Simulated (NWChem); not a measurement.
System: octafluorocyclopentene (C5F8); SMILES FC1=C(F)C(F)(F)C(F)(F)C1(F)F

The following NWChem deck was run.

```
start job
memory heap 200 mb stack 900 mb global 1100 mb
geometry units angstroms noautosym nocenter noautoz
  F      2.271672     0.099296    -1.472877
  C      1.219564     0.032741    -0.675544
  C      1.219564     0.032741     0.675544
  F      2.271672     0.099296     1.472877
  C     -0.168289    -0.102874     1.241586
  F     -0.398728     0.766961     2.255261
  F     -0.406800    -1.360214     1.710437
  C     -1.078131     0.194224     0.000000
  F     -1.412620     1.505370     0.000000
  F     -2.196236    -0.553653     0.000000
  C     -0.168289    -0.102874    -1.241586
  F     -0.398728     0.766961    -2.255261
  F     -0.406800    -1.360214    -1.710437
end
basis spherical
  * library def2-svp
end
dft
  xc b3lyp
  iterations 150
  semidirect filesize 400000000
end
cosmo
  do_cosmo_smd true
  solvent water
end
task dft energy
```

All runs use the structure optimised with PBE-D3(BJ)/def2-SVP. No frequency run checked for a minimum. Solvent: water.

Level: B3LYP/def2-SVP with SMD (1 M gas to 1 M solution), gas-phase geometry.

### Question
Give the results of this calculation. (B3LYP/def2-SVP, SMD on the gas-phase geometry.) Quantities: solvation free energy (kcal/mol); cavity-dispersion-structure term (kcal/mol); dipole in solution (D).

### Answer
```json
{
 "solvation free energy (kcal/mol)": "2.9",
 "cavity-dispersion-structure term (kcal/mol)": "7.2",
 "dipole in solution (D)": "1.36"
}
```
